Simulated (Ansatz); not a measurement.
The cluster V2O2, relaxed as a singlet with RKS r2SCAN-D4/def2-SVP in Ansatz, starting from the GFN2-xTB geometry. Force threshold 0.02 eV/Å.

The restricted singlet is unstable towards broken spin symmetry at other levels; at r2SCAN-D4/def2-SVP this wasn't settled. At r2SCAN-D4/def2-SVP a quintet of charge 0 lies 0.12 eV below the restricted singlet, each at its own geometry. The structure comes from a short search, and lower isomers may exist.

Start:

Cartesian coordinates in Å:
```
V -0.577 0.624 1.270
V 0.244 -0.234 -0.577
O 0.291 0.408 -1.943
O 0.042 -0.798 1.250
```

Estimate the energy that the relaxation releases and the steps that it takes.

54.2 kcal/mol, in 9 steps; 22 s on 4 threads of Arm Neoverse V2 on a shared host. No frequencies were taken in this run, so the end may be a saddle point.

Does the start keep its bonding and symmetry?

Bonds formed: V1–O3 (atoms count from 1). Point group Cs at the start, D2h at the end, both within 0.05 Å.

Predict the relaxed structure.


```xyz
4

V    -0.416    0.707    0.425
V     0.416   -0.707   -0.425
O    -0.020    0.792   -1.340
O     0.020   -0.792    1.340
```
Bond lengths (bridged metal pairs left out): 4 × O–V 1.81 Å.
